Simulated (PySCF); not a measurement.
CH6GeOSi, SMILES [SiH2]1[GeH2][CH2]O1. Heavy atoms are numbered as in [CH2:1]1[O:2][SiH2:3][GeH2:4]1. Hydrogens are named by the atom that carries them.

Geometry optimised at TPSSh-D3(BJ)/def2-SVP. The structure was generated by enumeration, and PubChem lists no compound with its InChIKey, so it may never have been made.

Calculation: HF/def2-TZVP (PySCF).

ESP charges are fitted to the potential on shells at 1.4 to 2.0 van der Waals radii. Atomic charges (e), one atom of each kind:

```json
[
 {"atom": "C1 (CH2)", "ESP fit": "0.02", "Löwdin": "-0.44"},
 {"atom": "O2", "ESP fit": "-0.43", "Löwdin": "[?]"},
 {"atom": "Si3 (SiH2)", "ESP fit": "0.46", "Löwdin": "0.15"},
 {"atom": "Ge4 (GeH2)", "ESP fit": "0.10", "Löwdin": "[?]"},
 {"atom": "H on C1", "ESP fit": "0.07", "Löwdin": "0.11"},
 {"atom": "H on Si3", "ESP fit": "-0.09", "Löwdin": "[?]"},
 {"atom": "H on Ge4", "ESP fit": "-0.05", "Löwdin": "-0.08"}
]
```

### Question
Fill in the missing entries. (An estimate is asked for; the answer gives what the named calculation found.)

### Answer

- O2, Löwdin: -0.05
- Ge4 (GeH2), Löwdin: 0.40
- H on Si3, Löwdin: -0.06
